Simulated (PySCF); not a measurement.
# Radial density of La⁴²⁺ (lanthanum, charge +42)

UHF, [Ne] 3s2 3p3, high-spin 4S determinant. Computed with PySCF 2.14 in an even-tempered Gaussian basis (18 s from 8.4 bohr⁻², ratio 2.5; 12 p from 11 bohr⁻², ratio 2.5; 4 d from 44 bohr⁻², ratio 2.7; 4 f from 66 bohr⁻², ratio 2.7), with scalar relativity by spin-free X2C-1e.

| r (bohr) | 4πr²ρ (e/bohr) | 4πr²(ρα − ρβ) |
| --- | --- | --- |
| 0.0197 | 73.78 | 1.1080 |
| 0.0332 | 62.47 | 3.4777 |
| 0.0559 | 79.55 | 5.6334 |
| 0.0940 | 78.18 | 1.1148 |
| 0.158 | 29.14 | 5.6695 |
| 0.266 | 24.34 | 13.8284 |
| 0.447 | 2.591 | 1.5243 |
| 0.752 | 0.006543 | 0.0027 |

Densities and radii are taken from the X2C orbitals without a picture-change correction, which distorts them close to the nucleus.

Spin-orbit coupling, which splits the p, d and f shells strongly at this Z, is absent. Spin-orbit coupling is strong in this species (close to jj coupling), so the high-spin LS determinant is a model state, not a physical level.
